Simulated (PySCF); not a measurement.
SMILES O=Cc1ccccc1[SeH] (C7H6OSe), singlet (GFN2-xTB optimised geometry):

```
15

O     -1.025    -2.841     0.004
C     -1.612    -1.777     0.001
C     -0.932    -0.501     0.000
C     -1.630     0.710    -0.001
C     -0.948     1.905    -0.001
C      0.446     1.903     0.000
C      1.150     0.719     0.000
C      0.474    -0.501     0.000
Se     1.396    -2.143     0.000
H     -2.714    -1.742    -0.002
H     -2.711     0.690    -0.001
H     -1.485     2.841    -0.001
H      0.981     2.841     0.000
H      2.232     0.726     0.000
H      2.714    -1.462    -0.003
```

Level of theory: PBE0/def2-TZVP run with PySCF 2.14.0.

Question: What are the frontier orbital energies and the dipole moment?

Answer: HOMO-2 -7.95 eV, HOMO-1 -7.52 eV, HOMO -6.40 eV, LUMO -2.02 eV, LUMO+1 -0.71 eV; dipole moment 3.55 D.

Meta-Löwdin charges at PBE0/def2-TZVP: O1 -0.40, C2 0.25, C3 -0.07, C4 -0.10, C5 -0.14, C6 -0.09, C7 -0.13, C8 -0.08, Se9 0.15, H10 0.09, H11 0.13, H12 0.13, H13 0.13, H14 0.13, H15 0.01.
